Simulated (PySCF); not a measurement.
# Spin-rotation constants: `[CH3][Zn][F]`, CH$_{3}$FZn

Cartesian coordinates in Å; atom numbers follow the order of the lines, from 1:
```xyz
6

Zn   -0.010    0.019   -1.230
C     0.003    0.000    0.758
H    -0.440    0.903    1.155
H     1.016   -0.071    1.132
H    -0.557   -0.846    1.134
F    -0.012   -0.005   -2.950
```

Computed, not measured: PySCF 2.14.0, GIAO B3LYP/def2-SVP (def2-TZVP on Zn) magnetisability, rotational g tensor and spin-rotation constants, non-relativistic, gas phase. Geometry: GFN2-xTB.

(1) Give the nuclear spin-rotation constants along the inertial axes (H = +C I·J) beside the isotropic shieldings.

Results:

(1) Rotational constants 162.6226, 4.1379, 4.1375 GHz. A star marks the isotopologue with that one atom substituted, in its own axes.
```csv
atom,isotope,Caa (kHz),Cbb (kHz),Ccc (kHz),mean (kHz),σ (ppm)
H3,1H,-15.986,-0.272,-0.272,-5.510,32.0
H4,1H,-16.214,-0.270,-0.270,-5.584,32.0
H5,1H,-16.263,-0.269,-0.269,-5.600,32.0
F6,19F,0.094,4.674,4.673,3.147,340.7
Zn1,67Zn*,0.873,1.935,1.935,1.581,1697.7
C2,13C*,15.117,0.337,0.337,5.263,204.3
```
Where two moments of inertia are equal or nearly so, the constants along those axes are given as their average.
For the geometry as given, no vibrational averaging.
